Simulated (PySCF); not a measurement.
**Radial density of Ar⁺ (argon, charge +1)**

UHF, [Ne] 3s2 3p5, 2P determinant. Computed with PySCF 2.14 in aug-cc-pV(D+d)Z, with no relativity, point nucleus.

| r (bohr) | 4πr²ρ (e/bohr) | 4πr²(ρα − ρβ) |
| --- | --- | --- |
| 0.00119 | 0.06504 | 0.0000 |
| 0.00200 | 0.1792 | 0.0000 |
| 0.00336 | 0.4817 | 0.0000 |
| 0.00565 | 1.257 | 0.0001 |
| 0.00950 | 3.094 | 0.0002 |
| 0.0160 | 6.944 | 0.0005 |
| 0.0269 | 13.31 | 0.0017 |
| 0.0452 | 19.72 | 0.0069 |
| 0.0760 | 19.77 | 0.0286 |
| 0.128 | 14.70 | 0.0945 |
| 0.215 | 18.35 | 0.1712 |
| 0.362 | 19.30 | 0.0733 |
| 0.609 | 6.583 | 0.0721 |
| 1.02 | 5.117 | 0.6756 |
| 1.72 | 3.703 | 0.5424 |
| 2.90 | 0.4635 | 0.0620 |
| 4.87 | 0.004829 | 0.0004 |
| 8.19 | 1.864e-05 | 0.0000 |
